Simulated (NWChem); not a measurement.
System: CH₃BClFO; SMILES COB(F)Cl

NWChem input:

```
start job
memory heap 200 mb stack 900 mb global 1100 mb
geometry units angstroms noautoz
  B      0.537950     0.157533     0.000000
  F      1.718937     0.745558     0.000000
  Cl    -0.899999     1.187762     0.000000
  O      0.489205    -1.173869     0.000000
  C     -0.665447    -1.975820     0.000000
  H     -0.654283    -2.618704    -0.892484
  H     -0.654283    -2.618704     0.892484
  H     -1.584517    -1.370772     0.000000
end
basis spherical
  * library def2-svpd
end
dft
  xc pbe0
  iterations 150
end
tddft
  cis
  nroots 6
  notriplet
end
task tddft energy
```

Geometry: optimised at PBE0/def2-SVP.

Vertical excitations in the gas phase.

Problem. Give the results of this calculation. (PBE0/def2-SVPD, TDA.) Quantities: lowest excitation, singlet (eV); oscillator strength of that lowest state; lowest state with f > 0.02, singlet (eV); oscillator strength of that bright state; orbital gap (eV).

Solution. 
```
Property                                  Value
----------------------------------------  -----
lowest excitation, singlet (eV)            8.16
oscillator strength of that lowest state  0.000
lowest state with f > 0.02, singlet (eV)   8.32
oscillator strength of that bright state  0.029
orbital gap (eV)                           9.57
```
